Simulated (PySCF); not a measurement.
Ligands exchanged one at a time, Sn NH2-OCH3. Gas-phase values, no solvent. One relaxed conformer stands for each flexible species; it need not be the lowest. Strings in code marks are SMILES.

Method: PBE0-D4/def2-TZVP // PBE0-D4/def2-SVP in PySCF 2.14.0. All candidates: neutral, multiplicity 1. Excitations are Tamm–Dancoff values on a coarser integration grid. The basis has no diffuse functions, so Rydberg states are missing or too high.

```yaml
T1 excitation (TDA): 4.41 eV
HOMO–LUMO gap: 6.30 eV
HOMO: -7.95 eV
```

### Question
Name which member has these values.
A) `C[O][Sn]([NH2])([O]C)[O]C`
B) `C[O][Sn]([O]C)([O]C)[O]C`
C) `[NH2][Sn]([NH2])([NH2])[NH2]`
D) `C[O][Sn]([NH2])([NH2])[NH2]`

### Answer
B, `C[O][Sn]([O]C)([O]C)[O]C`. The others give `C[O][Sn]([NH2])([O]C)[O]C`: 4.57 eV, 6.45 eV, -7.72 eV; `[NH2][Sn]([NH2])([NH2])[NH2]`: 4.95 eV, 6.75 eV, -7.14 eV; `C[O][Sn]([NH2])([NH2])[NH2]`: 4.89 eV, 6.69 eV, -7.32 eV
